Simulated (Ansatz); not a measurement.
Reaction (formal exchange of groups at the Se–C bond): `C=CC#C[SeH]` + `F[SiH]1CO1` → `F[Si]1([SeH])CO1` + `C#CC=C`

Isolated molecules relaxed with PBE0-D4/def2-TZVP in Ansatz; ΔE leaves out vibrations. CCSD(T)/CBS is the MP2 limit (def2-TZVPP, def2-QZVPP) plus CCSD(T) − MP2 in def2-TZVPP, frozen cores. DFT in def2-TZVPP. For Se outer-core shells are correlated without core-valence functions, which leaves a few kJ/mol of doubt a bond. Scalar relativity is left out up to krypton. One conformer a species, not always the lowest.

`C=CC#C[SeH]`:

```xyz
9

C     0.356   -0.520   -1.845
C    -0.616   -0.204   -0.989
C    -0.421    0.135    0.368
C    -0.274    0.429    1.533
Se   -0.191    0.884    3.289
H     1.396   -0.537   -1.542
H     0.126   -0.770   -2.873
H    -1.650   -0.198   -1.328
H     1.274    0.782    3.388
```

`F[SiH]1CO1`:

Z-matrix (Å, degrees):
```
Si
C 1 1.790
O 1 1.634 2 51.9
F 1 1.584 2 121.7 3 102.6
H 1 1.469 2 127.6 3 -100.2
H 2 1.088 1 121.1 3 -98.1
H 2 1.087 1 123.7 3 97.4
```

`F[Si]1([SeH])CO1`:

Z-matrix (Å, degrees):
```
Si
Se 1 2.237
C 1 1.789 2 127.7
F 1 1.585 2 108.9 3 160.8
O 1 1.630 2 116.0 3 -61.2
H 2 1.469 1 91.5 3 -135.5
H 3 1.087 1 123.3 2 1.1
H 3 1.088 1 121.7 2 166.6
```

`C#CC=C`:

```xyz
8

C     1.533    1.340    0.586
C     0.595    0.598    0.453
C    -0.519   -0.270    0.334
C    -0.856   -0.907   -0.787
H     2.364    1.995    0.694
H    -1.118   -0.404    1.231
H    -1.720   -1.559   -0.815
H    -0.279   -0.794   -1.697
```

```
       level  ΔE (kJ/mol)
      PBE-D4        -95.6
HF/CBS(def2)       -102.2
```

Q: What does CCSD(T)/CBS give? (An estimate is asked.)

A: Computed: -106.4 kJ/mol. The listed levels differ from it by 10.8, 4.2 kJ/mol.

Largest T1 diagnostic among the species: 0.013.

From PBE to PBE0 (25 % exact exchange), in def2-TZVPP and without D4, ΔE moves by −5.1 kJ/mol. In def2-TZVPP, CCSD(T) changes the Hartree–Fock value by +3.5 kJ/mol (the triples alone add +0.9 kJ/mol) and MP2 by +5.3 kJ/mol. The D4 term adds −4.2 kJ/mol with B3LYP and −2.2 kJ/mol with PBE0; it sums over pairs of atoms, weighted by their polarisabilities, and B3LYP, whose exchange is more repulsive, gets the larger term.

B3LYP here is the variant with VWN-RPA as its local correlation; programs differ in this.
